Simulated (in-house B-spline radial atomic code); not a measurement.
How numerical settings move a run on Cl V (Cl4+), [Ne] 3s2 3p1. Computed with a B-spline radial code for spherical atoms: scalar-relativistic (X2C) Hartree-Fock, average of configuration, Fermi nucleus of rms radius 3.3654 fm.

Command:
```bash
python run_scf.py task.json out
```
Settings of the sound reference run:
```
Z                17
electrons        13
configuration    [Ne] 3s2 3p1
hamiltonian      x2c
method           hf
spin_polarised   False
nucleus          fermi
rms_radius       3.3654
mass_number      35
atomic_mass      34.96885
speed_of_light   137.036
knot_spacing     0.22
spline_order     8
gauss_points     12
box_radius       12.77
max_iterations   70
damping          0.5
damped_steps     3
diis_vectors     10
tolerance        1e-08
start            Thomas-Fermi
```

Cost of the run: 0.14 s on 1 thread of AMD EPYC 7R43 64-Core Processor (shared host).

It converges in 9 iterations to -456.277030 hartree, with 3p at -66.981 eV. The other runs change the listed settings, some to values that make no sense; their results aren't properties of the atom or ion. Radii are in bohr (the nuclear one in fm), a minus after a letter asks for a j subshell, and «unchanged» means within 1e-8 hartree. The run stops when the residual is below 10 × tolerance × max(1, Z/10), or a noise floor if that is larger, and the energy moves by less than 1e-8 × √|E| hartree; so very loose and very tight tolerances often act alike.

```tsv
changed settings	outcome
damped_steps = 30	converged in 22 iterations, energy unchanged, 3p level -2.1e-06 eV
gauss_points = 5	converged in 9 iterations, energy +1.02e-08 hartree from the reference
first_knot = 0.000588, max_iterations = 8, tolerance = 1e-13	not converged after 8 iterations, last residual 5.1e-07, last energy +1.30e-05 hartree from the reference
max_iterations = 2, damped_steps = 0, tolerance = 0.001	not converged after 2 iterations, last residual 1.2e-01, last energy +1.15e-01 hartree from the reference
hamiltonian = dirac, method = scan,scan	stopped with error: meta-GGAs are not served with the Dirac Hamiltonian
gauss_points = 3	converged in 10 iterations, energy -2.74e+04 hartree from the reference, 3p level +1.2e+01 eV
damped_steps = 8	converged in 13 iterations, energy unchanged
electrons = 14, configuration = [Ne] 3s2 3p1 4p-1, max_iterations = 100	stopped with error: j subshells need the Dirac Hamiltonian and l > 0
start = bare nucleus	converged in 9 iterations, energy unchanged
damped_steps = 0	converged in 7 iterations, energy unchanged, 3p level -7.1e-07 eV
first_knot = 0.176, max_iterations = 75, damped_steps = 1	converged in 7 iterations, energy +3.09e-01 hartree from the reference, 3p level -9.4e-03 eV
max_iterations = 5, diis_vectors = 1	not converged after 5 iterations, last residual 4.0e-03, last energy +1.44e-04 hartree from the reference
```

Task: What happens with damped_steps = 1?

Result: Converged in 7 iterations, energy unchanged, 3p level -9.4e-07 eV.

Task: What happens with gauss_points = 8?

Result: Converged in 9 iterations, energy +2.87e-08 hartree from the reference.

Task: What happens with gauss_points = 6?

Result: Converged in 9 iterations, energy +3.04e-08 hartree from the reference.

Task: What happens with gauss_points = 16?

Result: Converged in 9 iterations, energy -3.43e-08 hartree from the reference, 3p level -3.2e-07 eV.
